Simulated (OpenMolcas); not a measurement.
**Multiconfigurational calculation on Ge2+**

Input:

```
&GATEWAY
Coord
1

Ge 0.0 0.0 0.0
Basis=ANO-R2
Group=XYZ
NoMove
AngMom=0.0 0.0 0.0
AMFI
&SEWARD
* reference wave functions (RASSCF and RASSI steps not shown): 2 electrons in 8 orbitals (4s 4p 5s 5p)
>>> COPY JOB001 $Project.JobIph
&CASPT2
Multistate=3 1 2 3
Frozen=3 6
IPEA=0.25
Imaginary=0.1
MaxIter=60
WThr=0.0 0.3 0.05
PrWF=0.5
NoMix
>>> COPY JOB002 $Project.JobIph
&CASPT2
Multistate=7 1 2 3 4 5 6 7
Frozen=3 6
IPEA=0.25
Imaginary=0.1
MaxIter=60
WThr=0.0 0.3 0.05
PrWF=0.5
NoMix
>>> COPY JOB003 $Project.JobIph
&CASPT2
Multistate=3 1 2 3
Frozen=3 6
IPEA=0.25
Imaginary=0.1
MaxIter=60
WThr=0.0 0.3 0.05
PrWF=0.5
NoMix
...
```

Launched by
```bash
OMP_NUM_THREADS=1 MOLCAS_MEM=2252 MOLCAS_PROJECT=a pymolcas a.inp > a.log  # once for each step of the input, in one work folder
```

Output, cut to the results:

```
--- CASPT2 ---
Orbital specifications:
      -----------------------

      Symmetry species                           1   2
                                                ag  au
      Frozen orbitals                            3   6
      Inactive orbitals                          5   0
      Active orbitals                            2   6
      Secondary orbitals                        25  24
      Deleted orbitals                           0   0
      Number of basis functions                 35  36
Type of calculation                        MS-CASPT2
      Fock operator                              state-specific
      IPEA shift                                 0.25
      Real shift                                 0.00
      Imaginary shift                            0.10
      The input orbitals will be transformed to quasi-canonical
Reference energy:       -2095.6492066750
      E2 (Non-variational):      -0.4545728219
      Shift correction:          -0.0000770743
      E2 (Variational):          -0.4546498962
      Total energy:           -2096.1038565713
      Residual norm:              0.0000004313
      Reference weight:           0.96063
      Contributions to the CASPT2 correlation energy
      Active & Virtual Only:         -0.0055930506
      One Inactive Excited:          -0.0445285425
      Two Inactive Excited:          -0.4044512288
Reference energy:       -2095.6492066750
      E2 (Non-variational):      -0.4545645947
      Shift correction:          -0.0000770333
      E2 (Variational):          -0.4546416280
      Total energy:           -2096.1038483031
      Residual norm:              0.0000004318
      Reference weight:           0.96063
      Contributions to the CASPT2 correlation energy
      Active & Virtual Only:         -0.0055930520
      One Inactive Excited:          -0.0445203074
      Two Inactive Excited:          -0.4044512353
::    CASPT2 Root  1     Total energy:  -2096.10385657
::    CASPT2 Root  2     Total energy:  -2096.10384830
::    CASPT2 Root  3     Total energy:  -2096.10385810
::    MS-CASPT2 Root  1     Total energy:  -2096.10385810
::    MS-CASPT2 Root  2     Total energy:  -2096.10385657
::    MS-CASPT2 Root  3     Total energy:  -2096.10384830
--- CASPT2 ---
Orbital specifications:
      -----------------------

      Symmetry species                           1   2
                                                ag  au
      Frozen orbitals                            3   6
      Inactive orbitals                          5   0
      Active orbitals                            2   6
      Secondary orbitals                        25  24
      Deleted orbitals                           0   0
      Number of basis functions                 35  36
Type of calculation                        MS-CASPT2
      Fock operator                              state-specific
      IPEA shift                                 0.25
      Real shift                                 0.00
      Imaginary shift                            0.10
      The input orbitals will be transformed to quasi-canonical
Reference energy:       -2096.3132976386
      E2 (Non-variational):      -0.4623753562
      Shift correction:          -0.0000511518
      E2 (Variational):          -0.4624265079
      Total energy:           -2096.7757241465
      Residual norm:              0.0000003006
      Reference weight:           0.96236
      Contributions to the CASPT2 correlation energy
      Active & Virtual Only:         -0.0026599805
      One Inactive Excited:          -0.0538125666
      Two Inactive Excited:          -0.4059028090
Reference energy:       -2095.6006663936
      E2 (Non-variational):      -0.4962246394
      Shift correction:          -0.0020063390
      E2 (Variational):          -0.4982309784
      Total energy:           -2096.0988973720
      Residual norm:              0.0000000800
      Reference weight:           0.88975
      Contributions to the CASPT2 correlation energy
      Active & Virtual Only:         -0.0477902703
      One Inactive Excited:          -0.0438861654
      Two Inactive Excited:          -0.4045482037
::    CASPT2 Root  1     Total energy:  -2096.77572415
::    CASPT2 Root  2     Total energy:  -2096.09889737
::    CASPT2 Root  3     Total energy:  -2096.09889434
::    CASPT2 Root  4     Total energy:  -2096.09891568
::    CASPT2 Root  5     Total energy:  -2096.09893413
::    CASPT2 Root  6     Total energy:  -2096.09889003
::    CASPT2 Root  7     Total energy:  -2096.00695341
::    MS-CASPT2 Root  1     Total energy:  -2096.77589068
::    MS-CASPT2 Root  2     Total energy:  -2096.09895190
::    MS-CASPT2 Root  3     Total energy:  -2096.09891488
::    MS-CASPT2 Root  4     Total energy:  -2096.09889714
::    MS-CASPT2 Root  5     Total energy:  -2096.09889088
::    MS-CASPT2 Root  6     Total energy:  -2096.09887672
::    MS-CASPT2 Root  7     Total energy:  -2096.00678692
--- CASPT2 ---
Orbital specifications:
      -----------------------

      Symmetry species                           1   2
                                                ag  au
      Frozen orbitals                            3   6
      Inactive orbitals                          5   0
      Active orbitals                            2   6
      Secondary orbitals                        25  24
      Deleted orbitals                           0   0
      Number of basis functions                 35  36
Type of calculation                        MS-CASPT2
      Fock operator                              state-specific
      IPEA shift                                 0.25
      Real shift                                 0.00
      Imaginary shift                            0.10
      The input orbitals will be transformed to quasi-canonical
Reference energy:       -2096.0396729614
      E2 (Non-variational):      -0.4540579887
      Shift correction:          -0.0000778553
      E2 (Variational):          -0.4541358440
...
```

Levels above the lowest, from the spin-orbit matrix with the multistate effective Hamiltonian, averaged by term, added to it:

| Configuration | Term | J | E (cm⁻¹) | Measured (cm⁻¹) | g | Term weight % |
| --- | --- | --- | --- | --- | --- | --- |
| 4s² | ¹S | 0 | 0.0 | 0.0 |  | 100 |
| 4s 4p | ³P° | 0 | 60560 | 61734 |  | 100 |
| 4s 4p | ³P° | 1 | 61210 | 62500 | 1.501 | 100 |
| 4s 4p | ³P° | 2 | 62590 | 64144 | 1.501 | 100 |
| 4s 4p | ¹P° | 1 | 91670 | 91873 | 1.000 | 100 |

Against the 4 measured excited levels shown (Sugar and Musgrove, J. Phys. Chem. Ref. Data 22, 1213 (1993)) the mean absolute deviation is 1100 cm-1; the largest miss in energy is 4s 4p ³P°₂: computed 62590, measured 64144 cm⁻¹ (-2.4 %).

Over all roots computed the reference weight is 0.89 to 0.97; the roots of lowest weight are the least certain, and an intruder state may touch them. The run also gave levels led by 4s 5s, which use shells meant for correlation; these and all levels above them are left out. Computed and measured levels are paired by configuration, term and J; levels that our copy of the source lacks, or whose pairing is in doubt (as where it misses far off the trend of its configuration), stay unpaired and out of the deviations. Only configurations of the active space appear. The first state left out of the spin-orbit step lies near 170000 cm-1 above the lowest spin-free state of the reference (among the parities and spins computed), and the list stops at four fifths of that energy or lower.

The CASPT2 steps took 6 s on 1 thread of Arm Neoverse V1, with other jobs on the host; the integral step is not counted.

The term weight is that of the spin-free term in the level, not the purity of its configuration. ° marks odd parity.
